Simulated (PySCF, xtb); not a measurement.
SnBr4, SMILES [Br][Sn]([Br])([Br])[Br].

Harmonic wavenumbers (cm⁻¹) from xtb with GFN2-xTB at its own minimum, in rising order: 48, 48, 61, 61, 61, 148, 218, 219, 219.

What does PBE-D3(BJ)/def2-SVP run with PySCF give at its own minimum? (Estimate from the structure and the level; the computed values follow.)

55, 55, 79, 79, 79, 203, 269, 269, 269. Paired by order, the mean absolute difference is 31 cm⁻¹ and the zero-point energies are 1.5 and 1.9 kcal/mol.
